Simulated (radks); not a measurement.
Neutral gallium inside a hard spherical wall (all orbitals vanish at R), configuration held at [Ar] 3d10 4s2 4p1 and not refilled when levels cross. All-electron calculation, scalar-relativistic Kohn-Sham, r2SCAN, spin-polarised, spherical densities, finite nucleus; open shells are filled with parallel spins first; meta-GGA in the generalised Kohn-Sham scheme; Fermi nuclear charge, rms radius 3.9973 fm. Program: a radial shooting solver on a logarithmic mesh with Libxc functionals. Eigenvalues in eV for spin up, with the zero of energy where the potential of the charges vanishes at infinity; a dash marks a level that is unbound or too diffuse for the functional's potential to be trusted. A positive occupied level is held by the wall or, in an anion where self-interaction has pushed it up, behind a barrier. The pressure on the wall is -dE/dV.

R (bohr)  E (hartree)  kinetic (hartree)    e(3p)    e(3d)   e(4s)   e(4p)  e(5s, empty)  e(5p, empty)  pressure (GPa)
free      -1944.25074           1977.344  -101.79  -19.637  -9.616  -2.960             -             -               0
20        -1944.25074           1977.344  -101.79  -19.637  -9.616  -2.960        -0.052         0.531        < 0.0001
12        -1944.25065           1977.345  -101.77  -19.623  -9.606  -2.949         0.493         1.902         0.00138
10        -1944.25015           1977.349  -101.72  -19.573  -9.571  -2.907         1.173         3.259          0.0130
6         -1944.22075           1977.507  -100.61  -18.479  -8.811  -1.701         8.610        14.246            2.10
5         -1944.15823           1977.791  -99.284  -17.193  -7.752  -0.014        16.206        23.644            10.2
4         -1943.93475           1978.661  -96.361  -14.379  -4.774   4.390        33.611        43.790            60.2
3.5       -1943.63321           1979.732  -93.622  -11.753  -1.310   9.169        50.934        63.064             165
3         -1942.97065           1981.959  -89.070   -7.356   5.554  18.105        81.087        95.695             514
2.5       -1941.34895           1987.191  -80.813    0.845  20.708  36.653        138.38        155.91            1920
2         -1936.67845           2001.794  -63.934   18.608  59.699  81.230        261.70        281.47            9400
